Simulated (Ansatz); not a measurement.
The same path of CH8ClPSi2 (13 atoms, charge 0, multiplicity 1) was run twice with different band settings. The coordinate that changes most is the height of P1 over the plane of its neighbours.

These are results of RKS PBE-D4/cc-pVDZ in Ansatz, not measurements.

Relaxed end points:

```xyz
13
Properties=species:S:1:pos:R:3
P -0.628 2.645 1.692
Si -0.979 1.055 0.071
Si 0.697 -0.597 0.077
C 0.334 -2.014 -1.166
Cl 0.101 -1.327 -2.831
H -0.301 1.665 2.706
H 0.762 2.819 1.325
H -2.330 0.429 0.335
H -1.038 1.773 -1.255
H 2.029 0.024 -0.273
H 0.800 -1.206 1.460
H 1.167 -2.742 -1.223
H -0.594 -2.560 -0.903
```

```xyz
13
Properties=species:S:1:pos:R:3
P -0.028 2.572 1.678
Si -0.617 1.109 0.008
Si 0.917 -0.680 0.032
C 0.315 -2.086 -1.126
Cl 0.016 -1.425 -2.791
H -0.492 1.681 2.719
H -1.291 3.278 1.627
H -2.022 0.565 0.156
H -0.524 1.854 -1.301
H 2.282 -0.225 -0.421
H 1.038 -1.255 1.429
H 1.064 -2.897 -1.224
H -0.638 -2.526 -0.772
```

Common settings: movable images 5; climbing image yes; optimiser quadratic models (default); start path IDPP; force threshold 0.05 eV/Å; iteration limit 60; end points relaxed.

| run | spring |
| --- | --- |
| 1 | 5.0 eV/Å² |
| 2 | 2.0 to 10.0 eV/Å², energy-weighted |

(1) What does each run give, and how far can it be trusted?

Results:

(1) Run 1: converged after 22 iterations, highest image 1.081 eV above the first end. A vibrational analysis at the climbing image gives one clearly imaginary mode, 707i cm⁻¹: a first-order saddle point.
Run 2: converged after 21 iterations, highest image 1.081 eV above the first end. Another band between the same ends (5 images) ends at a top of the same energy, where a vibrational analysis finds 1 clearly imaginary mode.
